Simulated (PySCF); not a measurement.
B(Br)(OH)(OMe) (CH4BBrO2), SMILES COB(Br)O. Atoms are numbered in the order given.

```xyz
9

B     -0.4149    -0.4232     0.1277
Br     0.7643     1.1369     0.1607
O     -1.2872    -0.6387     1.1433
H     -1.2468     0.0341     1.8331
O     -0.3156    -1.2454    -0.9254
C     -1.1110    -2.4117    -1.0752
H     -1.7088    -2.3208    -1.9954
H     -0.4470    -3.2842    -1.1747
H     -1.7841    -2.5621    -0.2181
```

Coordinates come from a B3LYP-D3(BJ)/def2-SVP optimisation. This is a generated structure with no PubChem entry under its InChIKey; it may be hypothetical. Other conformers were not sampled.

Two levels are set side by side: PBE/pcSseg-1 (PySCF) and B3LYP/pcSseg-1 (PySCF). GIAO shifts against BF3 (¹¹B), H2O (¹⁷O), TMS (¹H), TMS (¹³C) at the same level; non-relativistic, no solvent, atoms listed together averaged. Without spin–orbit terms, shifts of atoms bonded to Cl or Br come out too high at both levels. Differences are taken from unrounded values.

```csv
quantity,B3LYP
δ(¹¹B) of B1 (ppm),15.7
δ(¹⁷O) of O3 (ppm),146.3
δ(¹H) of H4 (ppm),4.43
δ(¹⁷O) of O5 (ppm),111.9
δ(¹³C) of C6 (ppm),57.2
```

Q: What does PBE give, and how far is it from B3LYP? (The exact figures need the calculation; the answer reports its results.)

A: 
| quantity | PBE | PBE minus B3LYP |
|---|---|---|
| δ(¹¹B) of B1 (ppm) | 13.5 | -2.2 |
| δ(¹⁷O) of O3 (ppm) | 154.3 | 8.0 |
| δ(¹H) of H4 (ppm) | 4.43 | 0.00 |
| δ(¹⁷O) of O5 (ppm) | 120.9 | 9.0 |
| δ(¹³C) of C6 (ppm) | 58.0 | 0.8 |

Rough cost on one machine, each run with all the roots and properties that it gave: B3LYP against PBE within a factor of 2.
